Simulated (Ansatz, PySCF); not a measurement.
Br2Cu, SMILES [Br][Cu-][Br], charge -1, multiplicity 1.

Geometry: PBE0-D3(BJ)/def2-SVPD. The spin state was assumed, not searched.

Estimates of the vertical detachment energy (IE) of the anion in eV. Rows of orbital energies are one-electron estimates, which approximate functionals can put far too low.

```tsv
level	IE
−ε(HOMO), −ε(LUMO), ωB97X/def2-TZVPD (PySCF)	4.87
−ε(HOMO), −ε(LUMO), PBE/def2-TZVPD (PySCF)	___
ΔSCF, ωB97X-V/def2-TZVPD (Ansatz), final states of multiplicity 2	4.66
ΔSCF, PBE/def2-TZVPD (Ansatz), final states of multiplicity 2	3.95
```

Problem. What belongs in the gaps? (The exact figures need the calculation; the answer reports its results.)

Solution. 
- −ε(HOMO), −ε(LUMO), PBE/def2-TZVPD (PySCF), IE: 0.89

Problem. What vertical singlet–triplet gap does ΔSCF give with ωB97X-V/def2-TZVPD (Ansatz, a first-principles code) and with PBE/def2-TZVPD (Ansatz)? (The exact figures need the calculation; the answer reports its results.)

Solution. 4.75 and 3.86 eV (triplet above singlet where positive).
